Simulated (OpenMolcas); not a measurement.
# N⁺: thermal populations, the spin-orbit constant, Slater's ratio, worked from levels

```yaml
Program: OpenMolcas 26.06
Basis: ANO-R2 [4s4p2d1f]
Scalar_Hamiltonian: X2C, finite nucleus
Active_space: 2 electrons in 3 orbitals (2p)
State_averaging: 2S+1 = 3 even, 3 roots; 2S+1 = 1 even, 6 roots
Spin-orbit_coupling: state interaction with AMFI integrals over the reference wave functions, term energies averaged over their components
```

Methods: CASSCF; SS-CASPT2, IPEA 0.25 Eh, imaginary shift 0.1 Eh (closed shells correlated: 1s 2s). Measured levels: NIST Handbook of Basic Atomic Spectroscopic Data.

**Thermal populations.** Z = Σ (2J + 1) exp(-E/kT) with k = 0.695035 cm-1/K, over the levels below. No other level of either list lies under 46700 cm-1, which is above 7 kT at each temperature.

```
      Level  2J + 1  SS-CASPT2  measured
2s² 2p² ³P₀       1        0.0       0.0
2s² 2p² ³P₁       3       47.2      48.7
2s² 2p² ³P₂       5        140       131
2s² 2p² ¹D₂       5      15510     15316
2s² 2p² ¹S₀       1      35180     32689
```

```tsv
T (K)	Z, SS-CASPT2	Z, measured levels	Ground level (%), SS-CASPT2	Ground level (%), measured levels
3000	8.611	8.630	11.6	11.6
5000	8.820	8.834	11.3	11.3
8000	9.159	9.178	10.9	10.9
```

At 8000 K, kT = 5560 cm-1, and the computed levels give Z = 1.000 + 2.975 + 4.876 + 0.307 + 0.002 = 9.159.

**The spin-orbit constant.** For the Hund term ³P of p2, E(J) = (A/2) J(J+1) + constant and ζ = 2S·A = 2A. From J = 0 to J = 2 the energy changes by 3 A.

```
   Source  E(2) - E(0)     A   ζ
   CASSCF        140.4  46.8  94
SS-CASPT2        140.5  46.8  94
 measured        130.8  43.6  87
```

All in cm-1. SS-CASPT2 is off by +7.4 % and CASSCF by +7.3 %. Both methods take the spin-orbit matrix elements from the reference wave functions, so the second can move ζ only through the term energies and any multistate remixing. Second-order mixing with other terms is absorbed into this ζ.

**Slater's ratio.** With one set of orbitals, p2 has ¹D - ³P = 6 F2 and ¹S - ¹D = 9 F2 (F2 = F²/25), a ratio of 3/2. Term energies are centres of gravity, weighted by 2J + 1.

```
   Source  ¹D - ³P  ¹S - ³P  F2 from the first  Ratio
   CASSCF    17700    43750               2950  1.472
SS-CASPT2    15418    35084               2570  1.276
 measured    15227    32600               2538  1.141
```

Energies in cm-1. A ratio away from 3/2 shows effects beyond one configuration with one set of orbitals, and in heavier atoms second-order spin-orbit shifts.

CASPT2 does not keep the components of a term degenerate, so their means are used; among the terms shown or strongly mixed into the levels shown the widest spread is 95 cm-1 (2s² 2p² ¹D, SS-CASPT2). With the s shell closed, the reference lacks s² → p² mixing. Without dynamic correlation excited terms often stand tens of per cent too high (terms of higher spin than the ground term too low), and those without a measured partner can miss by more than the paired ones (holds for CASSCF). Computed and measured levels are paired by configuration, term and J; levels that our copy of the source lacks, or whose pairing is in doubt (as where it misses far off the trend of its configuration), stay unpaired and out of the deviations. Only configurations of the active space appear.
